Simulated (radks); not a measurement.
The numbers below are computed, except where a source is named.
Task: Te6+, 46 electrons, occupied as [Ar] 3d10 4s1.5 4p6 4d10 5p0.5 (fractional occupations, a model configuration). Code: a radial shooting solver on a logarithmic mesh with Libxc functionals. Model: scalar-relativistic Kohn-Sham, BLYP, spin-polarised, spherical densities, finite nucleus; open shells are filled with parallel spins first (spin-orbit coupling, left out, can overturn this in heavy ions); Fermi nuclear charge, rms radius 4.7423 fm. Some entries of the table are withheld. Estimate them.

orbital,occ.,eigenvalue (eV),r(max) (bohr),<1/r> (bohr^-1)
1s up,1,-31714.74,0.01794,55.57
1s down,1,-31714.51,0.01794,55.57
2s up,1,-4932.272,0.1014,12.72
2s down,1,-4932.110,0.1014,12.72
2p up,3,-4436.675,0.08121,12.19
2p down,3,-4436.502,0.08121,12.19
3s up,1,-1045.880,0.2926,4.545
3s down,1,-1045.658,0.2926,4.545
3p up,3,-884.7536,0.2862,4.324
3p down,3,-884.5219,0.2862,4.324
3d up,5,-640.9612,0.2377,4.090
3d down,5,-640.7318,0.2377,4.090
4s up,1,-242.7549,0.6988,1.836
4s down,0.5,-241.9758,0.6991,1.835
4p up,3,-192.3373,0.7344,1.684
4p down,3,-191.6050,0.7348,1.682
4d up,5,-118.2703,0.8003,1.415
4d down,5,-117.6148,0.8013,1.414
5s up,0,-79.8292,1.625,0.7559
5s down,0,-79.2414,1.626,0.7552
5p up,0.5,(1),1.805,0.6748
5p down,0,(2),1.809,0.6728
4f up,0,-47.4351,1.158,(3)
5d up,0,-47.1578,2.230,0.5502
4f down,0,-46.8834,1.162,(4)
5d down,0,-46.7400,2.242,0.5469
6p up,0,-34.5939,3.575,0.3764

Result: 
(1) 5p up eigenvalue (eV): -66.2802
(2) 5p down eigenvalue (eV): -65.7306
(3) 4f up <1/r> (bohr^-1): 0.8288
(4) 4f down <1/r> (bohr^-1): 0.8254
